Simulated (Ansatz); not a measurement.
A nudged elastic band was laid between two geometries of CH$_{3}$BOS (7 atoms, charge 0, multiplicity 1).

Theory: RKS PBE0-D4/def2-SVP (Ansatz 0.2.0).

* movable images: 7
* climbing image: yes
* spring: 5.0 eV/Å²
* optimiser: quadratic models (default)
* start path: IDPP
* force threshold: 0.05 eV/Å
* iteration limit: 60
* end points: relaxed

Image 0:

```xyz
7
Properties=species:S:1:pos:R:3
B 0.357 -0.505 -1.229
S 0.493 -0.985 0.471
C -0.314 0.429 1.281
O -0.443 0.517 2.457
H 0.811 -1.253 -2.053
H -0.177 0.540 -1.513
H -0.665 1.188 0.540
```

Image 8:

```xyz
7
Properties=species:S:1:pos:R:3
B 0.362 -0.502 -1.229
S 0.501 -0.979 0.472
C -0.319 0.427 1.281
O -0.451 0.513 2.457
H -0.182 0.537 -1.514
H 0.823 -1.248 -2.051
H -0.673 1.184 0.539
```

Q: Which bonds break or form, and what moves?

A: No bond is made or broken. The dihedral H6–B1–S2–C3 goes from 0 to -180°. The two ends are copies of one structure, up to a mirror image or an exchange of like atoms.

Q: Give the energies along the band, and the barrier.

A: The forces met the threshold. The highest image is number 4 of 0 to 8, 0.91 eV above the ends, which have the same energy within 2 meV. A vibrational analysis at the climbing image gives one clearly imaginary mode, 543i cm⁻¹: a first-order saddle point.

```
image  path coordinate (Å)  energy (eV)  dihedral H6–B1–S2–C3 (°)
    0                 0.00         0.00                         0
    1                 0.49         0.09                        16
    2                 0.98         0.37                        39
    3                 1.46         0.73                        65
    4                 1.95         0.91                        91
    5                 2.43         0.73                       117
    6                 2.91         0.37                       141
    7                 3.39         0.09                       164
    8                 3.88         0.00                      -180
```

Q: What is the geometry of the highest image?

A: 
```xyz
7
Properties=species:S:1:pos:R:3
B 0.777 0.034 -1.208
S 0.948 -0.300 0.607
C -0.716 -0.070 1.247
O -0.961 -0.191 2.406
H 0.545 -0.881 -1.959
H 0.947 1.153 -1.621
H -1.479 0.186 0.482
```

Q: What are the harmonic wavenumbers there?

A: 543i, 138, 166, 447, 719, 749, 810, 919, 989, 1198, 1378, 1855, 2596, 2716, 3016 cm⁻¹.

Run time: 2.4 min on 1 CPU thread of a shared host.
